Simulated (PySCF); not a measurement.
Zn(SH)(SMe) (CH4S2Zn), SMILES [Zn]([SH])[S]C.

Geometry optimised at PBE0-D3(BJ)/def2-SVP. The structure was generated by enumeration; whether it is a known compound was not checked. The values are those of a single conformer.

Level of theory: PBE/def2-TZVP in PySCF.

Isolated molecule, no solvent.

| Quantity | Value |
|---|---|
| total energy | -2615.73132 hartree |
| highest occupied level | -5.72 eV |
| lowest empty level | -1.74 eV |
| orbital gap | 3.98 eV |
| dipole moment | 1.60 D |
| quadrupole, principal values (traceless, Buckingham form, about the centre of nuclear charge) | -9.42, 2.83, 6.59 D·Å |
| mean static polarisability | 81.3 bohr³ (12.05 Å³) |
| polarisability, principal values | 59.2, 66.8, 117.9 bohr³ |
